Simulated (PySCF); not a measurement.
# Excitation energy of F by level of theory

F [He] 2s2 2p5 (2P) → F [He] 2s1 2p6 (2S), as a difference of total energies. Computed with PySCF 2.14 in x2c-QZVPPall, with scalar relativity by spin-free X2C-1e. Correlated levels: valence: 1s2 frozen. The calculations carry no spin-orbit coupling.

```csv
method,excitation energy (eV)
UHF,23.954
MP2 (valence),21.959
SCS-MP2 (valence),21.849
CCSD (valence),21.563
CCSD(T) (valence),21.334
```

Task: How much does correlation contribute at CCSD(T) (valence)?

Result: 21.334 − (23.954) = -2.620 eV, measured against UHF.

A first-order spin-orbit estimate (lowest level to lowest level, LS coupling) adds 0.018 eV.

The upper state lies above the first ionisation limit, where it may autoionise and the basis confines it.
